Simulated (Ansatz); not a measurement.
Geometry optimisation, RKS PBE-D4/def2-SVP (Ansatz 0.2.0).

input.yaml

```yaml
crystal:
  periodic: [false, false, false]
  atoms:
    - { symbol: Zr, position_ang: [0.143918, -0.108076, 0.777208] }
    - { symbol: Br, position_ang: [1.970285, -1.976681, -0.425348] }
    - { symbol: "N", position_ang: [-0.466888, 0.382307, -1.027238] }
    - { symbol: H, position_ang: [0.134627, -0.202328, -1.627813] }
    - { symbol: Cl, position_ang: [1.013577, 1.796884, 1.836018] }
    - { symbol: Cl, position_ang: [-1.687067, -0.854643, 2.041145] }
    - { symbol: H, position_ang: [-1.108353, 0.962437, -1.573972] }
basis:
  gaussian: { orbitals: def2-SVP }
hamiltonian:
  xc: pbe
  dispersion: d4
relax:
  f_tol: 0.03
  max_steps: 50
```

Command:

```bash
$ ansatz run input.yaml --threads 2 --pin off --max-ram 3072MiB --backend cpu --events-out ev --progress --plain --runs-dir out
```

Question: Where does it end, and by what steps?

Answer: The run converged. After 7 steps the energy has fallen by 0.686 eV; Br2 moved furthest, 0.65 Å. Parted: Zr1–H4.

```json
{"step": "0", "energy less start (eV)": "0.0000", "largest force component (eV/Å)": "1.452", "accepted": "yes"}
{"step": "1", "energy less start (eV)": "-0.4701", "largest force component (eV/Å)": "0.452", "accepted": "yes"}
{"step": "2", "energy less start (eV)": "-0.5826", "largest force component (eV/Å)": "0.246", "accepted": "yes"}
{"step": "3", "energy less start (eV)": "-0.6464", "largest force component (eV/Å)": "0.383", "accepted": "yes"}
{"step": "4", "energy less start (eV)": "-0.6665", "largest force component (eV/Å)": "0.619", "accepted": "yes"}
{"step": "5", "energy less start (eV)": "-0.6762", "largest force component (eV/Å)": "0.558", "accepted": "yes"}
{"step": "6", "energy less start (eV)": "-0.6852", "largest force component (eV/Å)": "0.067", "accepted": "yes"}
{"step": "7", "energy less start (eV)": "-0.6855", "largest force component (eV/Å)": "0.013", "accepted": "yes"}
```

```xyz
7
Properties=species:S:1:pos:R:3
Zr 0.245 -0.205 0.648
Br 1.972 -1.964 0.221
N -0.446 0.362 -1.143
H -0.091 0.035 -2.051
Cl 1.120 1.702 1.721
Cl -1.594 -0.963 1.911
H -1.207 1.034 -1.306
```

Whether the end is a true minimum wasn't checked by a vibrational analysis.

Time of the run: 26 s on 2 threads of Arm Neoverse V2, with other jobs on the host, peak memory 0.19 GiB.
